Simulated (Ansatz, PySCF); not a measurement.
The pair A = C2H4 (SMILES C=C) (first 6 atoms), B = N2 (SMILES N#N); geometry from B3LYP-D3(BJ)/def2-TZVP.
(charge 0, multiplicity 1):
```xyz
8

C     -0.1422     0.7337    -0.1053
C      0.3083    -0.5110    -0.1497
H      0.3621     1.5414    -0.6220
H     -1.0348     0.9960     0.4496
H     -0.1974    -1.3171     0.3677
H      1.2005    -0.7748    -0.7046
N      0.1579    -0.1208     3.8778
N     -0.6537    -0.5485     3.2880
```

Correlated levels freeze the cores. CBS: X⁻³ extrapolation of the correlation energy, Hartree–Fock from the larger set. MP2 and its Hartree–Fock in aug-cc-pVTZ are density fitted.

Run with Ansatz (Gaussian basis) for Hartree–Fock, density functionals and correlated methods; PySCF for the dispersion terms. Each number belongs to the level named beside it.

The monomers are drawn apart, rigid, along the line of their centres of mass. Counterpoise-corrected interaction energies (kcal/mol):

| level | R = 5.180 Å | R = 6.608 Å |
|---|---|---|
| PBE-D3(BJ)/def2-TZVPPD | -0.2174 | -0.0441 |
| wB97M-V/def2-TZVPPD | -0.1721 | -0.0392 |
| MP2/CBS(aug-cc-pVDZ, aug-cc-pVTZ) + ΔCCSD(T)/aug-cc-pVDZ | -0.1626 | -0.0386 |

Problem. R is the distance of the centres of mass. Find the local exponent m of E ∝ R⁻ᵐ between the two points.

Solution. 
m = ln(E₁/E₂)/ln(R₂/R₁): PBE-D3(BJ)/def2-TZVPPD 6.6; wB97M-V/def2-TZVPPD 6.1; MP2/CBS(aug-cc-pVDZ, aug-cc-pVTZ) + ΔCCSD(T)/aug-cc-pVDZ 5.9. For scale, two fixed dipoles give m = 3, dipole and quadrupole 4, quadrupoles 5, and dispersion or dipole-induced dipole 6 at long range; at these distances several terms mix, and what is left of overlap and damping shifts m, so it need not match one of them.

Ansatz is a first-principles code.
